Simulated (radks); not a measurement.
Problem. The argon ion Ar4+, 14 electrons, occupied as [Ne] 3s2 3p2. Method: Dirac Kohn-Sham, BLYP, spin-unpolarised, spherical densities, point nucleus; open shells fill j = l - 1/2 first; computed with a radial shooting solver on a logarithmic mesh with Libxc functionals.

Spin-orbit splittings of the eigenvalues, e(l+1/2) - e(l-1/2), with zeta = 2 splitting/(2l+1) and mean radii in bohr:

shell  occ.  splitting (eV)  zeta (eV)  <r> j=l-1/2  <r> j=l+1/2
2p        6               ?          ?       0.3733       0.3757
3p        2          0.2791     0.1861        1.334        1.339

Estimate the 2p splitting.

Solution. 2.259 eV (zeta = 1.506 eV).
